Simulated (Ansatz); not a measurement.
BrGaH$_{2}$O$_{2}$ (`[OH][Ga]([OH])[Br]`) at its PBE0-D4/def2-TZVP geometry, where that method's forces vanish. Charge 0, multiplicity 1.

```xyz
6

O    -1.4895   -0.0773   -0.2483
Ga    0.2361    0.2156    0.0380
O     1.3190   -1.1679    0.2292
Br    1.0857    2.3110    0.1644
H    -2.0075    0.7257   -0.3406
H     0.8561   -2.0071    0.1574
```

(1) What forces (eV/Å) does r2SCAN-D4/def2-TZVPP give on these atoms in Ansatz? (Estimate.)

Answers

(1) Computed: 
```
O1  -0.024 -0.079 -0.003
Ga2  0.008  0.066  0.001
O3   0.064  0.020  0.010
Br4  0.006 -0.021  0.001
H5  -0.019  0.052 -0.004
H6  -0.035 -0.038 -0.005
```
